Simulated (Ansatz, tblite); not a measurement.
Removing and adding an electron: tetraphenylethylene, `c1ccc(C(=C(c2ccccc2)c2ccccc2)c2ccccc2)cc1`. Total charge 0; singlet. Geometry: r2SCAN-D4/def2-SVP. Ansatz, gas phase; energy differences of separate SCF runs; the oxidised species was run as a doublet alone; the reduced species was run as a doublet alone.

```xyz
46

C    -0.545    1.611   -4.399
C    -0.111    2.380   -3.313
C     0.132    1.779   -2.078
C    -0.052    0.394   -1.902
C     0.221   -0.261   -0.596
C    -0.222    0.261    0.596
C    -1.226    1.355    0.660
C    -2.396    1.320   -0.123
C    -3.341    2.343   -0.042
C    -3.135    3.426    0.821
C    -1.984    3.467    1.615
C    -1.045    2.437    1.543
C     0.269   -0.229    1.910
C     1.643   -0.432    2.148
C     2.095   -0.875    3.391
C     1.184   -1.127    4.424
C    -0.181   -0.916    4.206
C    -0.633   -0.460    2.966
C     1.008   -1.520   -0.668
C     2.141   -1.604   -1.500
C     2.884   -2.784   -1.579
C     2.497   -3.910   -0.846
C     1.357   -3.848   -0.036
C     0.621   -2.666    0.053
C    -0.464   -0.372   -3.010
C    -0.719    0.232   -4.242
H    -0.737    2.084   -5.367
H     0.044    3.457   -3.430
H     0.472    2.382   -1.231
H    -2.560    0.475   -0.797
H    -4.246    2.294   -0.654
H    -3.876    4.229    0.882
H    -1.818    4.307    2.296
H    -0.149    2.469    2.171
H     2.357   -0.235    1.343
H     3.166   -1.021    3.556
H     1.539   -1.476    5.398
H    -0.900   -1.104    5.010
H    -1.702   -0.289    2.803
H     2.444   -0.727   -2.081
H     3.771   -2.825   -2.219
H     3.074   -4.837   -0.914
H     1.037   -4.729    0.528
H    -0.269   -2.621    0.686
H    -0.594   -1.453   -2.893
H    -1.052   -0.378   -5.087
```

The xTB rows come from tblite. Single mean-field runs in def2-TZVP are fitted with def2-universal-jkfit.

(1) Estimate orbital energies and vertical ionisation energies and electron affinities at: GFN1-xTB; GFN2-xTB; PBE-D4/def2-TZVP; PBE0-D4/def2-TZVP; r2SCAN0-D4/def2-TZVP.

## Answers

(1) 
```
               level  −HOMO (eV)  vertical IE (eV)  −LUMO (eV)  vertical EA (eV)  HOMO–LUMO gap (eV)  IE − EA (eV)                       remarks
            GFN1-xTB       10.84             12.68        8.28              6.43                2.56          6.25                             –
            GFN2-xTB        9.81             11.70        7.24              5.34                2.57          6.36                             –
    PBE-D4/def2-TZVP        4.93              6.73        2.34              0.68                2.59          6.05  HOMO above zero (-1 doublet)
   PBE0-D4/def2-TZVP        5.72              6.91        1.57              0.51                4.15          6.40  HOMO above zero (-1 doublet)
r2SCAN0-D4/def2-TZVP        5.81              6.90        1.54              0.51                4.26          6.39  HOMO above zero (-1 doublet)
```

Relaxing the reduced species (r2SCAN-D4/def2-SVP) changes its energy by -0.29 eV at PBE-D4/def2-TZVP, so the adiabatic electron affinity to this nearest minimum is 0.97 eV. At PBE0-D4/def2-TZVP it is 0.79 eV. The highest occupied level of the relaxed charge -1 doublet lies above zero (up to 0.48 eV). By energy differences its removal costs 0.97 eV (each at its own geometry, to the charge 0 singlet, at PBE-D4/def2-TZVP); self-interaction error and the lack of diffuse functions both raise the level.     A HOMO above zero means that the electron is unbound at that level or that self-interaction error raises the level; the energy of removing that electron tells which. Raw xTB energy differences between charge states are shifted by several eV; the methods need an empirical correction for them. Sets without diffuse functions give affinities that are too small.
